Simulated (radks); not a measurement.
Results of a calculation; reference values are marked as such.
Excited configurations of Tc2+: one electron is placed in a higher orbital outside [Kr] 4d4. The ground configuration is [Kr] 4d5. Level of theory: scalar-relativistic Kohn-Sham, r2SCAN, spin-polarised, spherical densities, finite nucleus; open shells are filled with parallel spins first (spin-orbit coupling, left out, can overturn this in heavy ions); meta-GGA in the generalised Kohn-Sham scheme; Fermi nuclear charge, rms radius 4.4112 fm (a radial shooting solver on a logarithmic mesh with Libxc functionals). Excitation = E - E(ground); binding = E(ion) - E, where the ion is the core of charge +3; n* = 3/sqrt(2 binding) in atomic units, and the quantum defect is n - n*.

outer orbital,excitation (eV),binding (eV),eigenvalue (eV),<r> (bohr)
5s,5.950,24.384,-21.036,2.695
5p,12.109,18.224,-15.369,3.225
5d,19.242,11.091,-9.135,4.694
5f,24.863,5.470,-4.476,9.126
6s,18.869,11.465,-9.947,5.530
6p,20.907,9.426,-8.129,6.404
6d,23.754,6.579,-5.576,8.551
6f,26.485,3.848,-3.237,14.08
7s,23.587,6.746,-5.884,9.281
7p,24.523,5.811,-5.043,10.51
7d,25.961,4.373,-3.757,13.36

The Delta-SCF ionisation energy is 30.333 eV (NIST Atomic Spectra Database: 29.550 eV, semi-empirical). Self-interaction in the functional shifts the binding energies and quantum defects, so they are the method's values and not measured ones. Open shells are spherical and high-spin; term and fine-structure splittings are not resolved.
